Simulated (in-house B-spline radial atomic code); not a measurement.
# RPA and G0W0 on LDA exchange-only: Br⁷⁺

Configuration [Ar] 3d10, mean-field start LDA exchange-only. Computed with a B-spline radial code for spherical atoms: all electrons, scalar-relativistic (spin-free one-electron X2C), finite nucleus, each spin shell either full or empty, empty states to l = 9 with an (l + 1/2)⁻⁴ tail; G0W0 by contour deformation at full frequency.

Command:
```bash
python run_gw.py task.json out
```
Settings (radii: box in bohr, nucleus in fm):
```
Z                        35
electrons                28
configuration            [Ar] 3d10
hamiltonian              x2c
method                   lda,
lmax                     9
rms_radius               4.1629
spin_polarised           False
box_radius               8.41
intervals                67
```

Time taken, with all properties: 2.6 s on 1 thread of Arm Neoverse N1 (shared host).

Energies (hartree):

```tsv
term	value
mean-field total	-2586.23977
Hartree-Fock functional on these orbitals	-2591.33672
direct second order	-2.4297
second-order exchange	0.70609
SOSEX correction	0.65881
```

Q: What is the RPA correlation energy, and what remains with SOSEX?

A: RPA gives -2.1511 hartree (-2.09 eV per electron); RPA + SOSEX gives -1.4923, and the second-order doubles -1.7236 hartree (no singles). RPA lacks exchange-type terms and so overcorrelates at short range.

Quasi-particle levels (eV):

```csv
level,occupied,mean field,Σx - vxc,Σc,QP weight,G0W0
3d,yes,-173.95,-22.37,?,?,?
4s,no,-109.82,8.20,-1.50,0.993,-103.12
```

G0W0 = mean field + (Σx - vxc) + Σc, with Σc (partial-wave tail included) taken at the quasi-particle energy. Only the outer levels were computed. Levels of low weight are left out.

Q: Where does G0W0 put 3d?

A: At -193.79 eV, with Σc = 2.53 eV and a quasi-particle weight of 0.964. The tabulated removal energy is 192.61 ± 0.06 eV (NIST, measured); the calculation leaves out spin-orbit coupling, Breit and QED terms, and what these don't explain is the method's own error.
